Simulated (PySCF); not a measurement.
CH3BrMgS, SMILES C[S][Mg][Br].

Geometry: PBE0-D3(BJ)/def2-SVP. The structure was generated by enumeration; whether it is a known compound was not checked. The values are those of a single conformer.

Two levels are set side by side: PBE/def2-TZVP (PySCF) and CAM-B3LYP/def2-TZVP (PySCF). Same geometry, gas phase. Differences are taken from unrounded values.

```tsv
quantity	CAM-B3LYP
orbital gap (eV)	7.27
highest occupied level (eV)	-8.10
lowest empty level (eV)	-0.83
dipole moment (D)	1.72
mean polarisability (bohr³)	76.4
```

Question: What does PBE give, and how far is it from CAM-B3LYP? (An estimate is asked for; the answer gives what the named calculation found.)

Answer: 
| quantity | PBE | PBE minus CAM-B3LYP |
|---|---|---|
| orbital gap (eV) | 3.34 | -3.94 |
| highest occupied level (eV) | -5.63 | 2.47 |
| lowest empty level (eV) | -2.29 | -1.47 |
| dipole moment (D) | 1.76 | 0.04 |
| mean polarisability (bohr³) | 82.2 | 5.8 |

PBE's occupied levels lie high since its potential decays too fast outside the molecule; exact exchange lowers them and widens the gap. PBE's more diffuse valence density responds more strongly to a field. Differences between two approximate levels are no errors against the true value.

Rough cost on one machine, each run with all the roots and properties that it gave: CAM-B3LYP against PBE within a factor of 2.
